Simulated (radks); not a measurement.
Q: Bi0.5+, 82.5 electrons, occupied as [Hg] 6p(up 2.5, down 0) (fractional occupations, a model configuration). All-electron calculation, scalar-relativistic Kohn-Sham, PBE, spin-polarised, spherical densities, finite nucleus; Fermi nuclear charge, rms radius 5.5211 fm. Program: a radial shooting solver on a logarithmic mesh with Libxc functionals. Some entries of the table are withheld. Estimate them.

orbital  occ.  eigenvalue (eV)  <1/r> (bohr^-1)  <r^2> (bohr^2)
1s up       1        -90620.96            103.2       0.0003464
1s down     1        -90620.93            103.2       0.0003464
2s up       1        -16286.70            24.25        0.005245
2s down     1        -16286.69            24.25        0.005245
2p up       3        -13938.57            21.22        0.004486
2p down     3        -13938.55            21.22        0.004486
3s up       1        -3934.381            8.988         0.03370
3s down     1        -3934.363            8.988         0.03370
3p up       3        -3263.115            8.110         0.03501
3p down     3        -3263.095            8.110         0.03501
3d up       5        -2587.322            7.603         0.02902
3d down     5        -2587.305            7.603         0.02902
4s up       1        -905.8853            3.877          0.1604
4s down     1        -905.8552            3.877          0.1604
4p up       3        -685.8314            3.480          0.1841
4p down     3        -685.7990            3.480          0.1841
4d up       5        -433.8239            3.131          0.2059
4d down     5        -433.7870            3.131          0.2059
5s up       1        -161.4137            1.644          0.7736
5s down     1        -161.3257            1.644          0.7736
4f up       7        -156.3512            2.745          0.2322
4f down     7        -156.3085            2.745          0.2321
5p up       3         -99.6314            1.409           1.014
5p down     3         -99.5433            1.409           1.012
5d up       5              (1)            1.061           1.778
5d down     5              (2)            1.068           1.742
6s up       1         -18.6560              (3)           5.268
6s down     1         -17.2278              (4)           5.160
6p up     2.5          -8.5009           0.4356             (5)
6p down     0          -6.8303           0.4340             (6)

A: 
(1) 5d up eigenvalue (eV): -30.9375
(2) 5d down eigenvalue (eV): -30.6474
(3) 6s up <1/r> (bohr^-1): 0.5917
(4) 6s down <1/r> (bohr^-1): 0.6016
(5) 6p up <r^2> (bohr^2): 9.520
(6) 6p down <r^2> (bohr^2): 9.784
